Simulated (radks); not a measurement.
Numerical settings for the thulium ion Tm2+, [Xe] 4f13. Method: scalar-relativistic Kohn-Sham, r2SCAN, spin-polarised, spherical densities, finite nucleus; open shells are filled with parallel spins first (spin-orbit coupling, left out, can overturn this in heavy ions); meta-GGA in the generalised Kohn-Sham scheme; Fermi nuclear charge, rms radius 5.2256 fm; computed with a radial shooting solver on a logarithmic mesh with Libxc functionals. The defaults (mesh step 0.008 in ln r, mesh end at 40 bohr or more with all orbitals vanishing there, Anderson mixing 0.5 over 9 steps, residual threshold near 1e-9 with the energy settled to 1e-9 hartree or 1e-11 of itself, here a cap of 76 iterations) give E = -13566.742 hartree and 4f at -16.736 eV in 13 iterations. Run on one thread of a shared host, so times are rough (Intel(R) Xeon(R) Platinum 8488C): 0.24 s of CPU time, 0.24 s wall, 13 iterations on 2254 mesh points. Changes against that run (0 stands for a change within the tolerance of the run):

mesh step in ln r 0.012: iterations 13; converged yes; E (mhartree) 0; e(4f) (meV) -0.00284; CPU (s) 0.22
mesh step in ln r 0.003: iterations 15; converged yes; E (mhartree) 0; e(4f) (meV) -0.0436; CPU (s) 0.71
mesh step in ln r 0.05: iterations 13; converged yes; E (mhartree) +2.35; e(4f) (meV) +0.213; CPU (s) 0.05
mesh end (bohr) 20: iterations 13; converged yes; E (mhartree) 0; e(4f) (meV) 0; CPU (s) 0.24
mesh end (bohr) 8: iterations 13; converged yes; E (mhartree) +0.0066; e(4f) (meV) +0.922; CPU (s) 0.23
residual threshold 1e-05: iterations 12; converged yes; E (mhartree) 0; e(4f) (meV) +0.33; CPU (s) 0.24
residual threshold 0.001: iterations 11; converged yes; E (mhartree) 0; e(4f) (meV) +0.54; CPU (s) 0.22
mixing 0.05: iterations 22; converged yes; E (mhartree) 0; e(4f) (meV) -0.019; CPU (s) 0.39
linear mixing, mixing 0.2: iterations 62; converged yes; E (mhartree) +0.00145; e(4f) (meV) -0.0234; CPU (s) 0.9
linear mixing, mixing 0.5: iterations 76; converged no; E (mhartree) +0.638; e(4f) (meV) +186; CPU (s) 1.4
mixing history 20: iterations 14; converged yes; E (mhartree) 0; e(4f) (meV) 0; CPU (s) 0.25
iteration cap 8: iterations 8; converged no; E (mhartree) +0.00627; e(4f) (meV) +43; CPU (s) 0.16

Settings that end as converged yet miss the energy by more than 1 mhartree: mesh step in ln r 0.05 (+0.00235 hartree). A mesh that ends early acts as a hard wall.
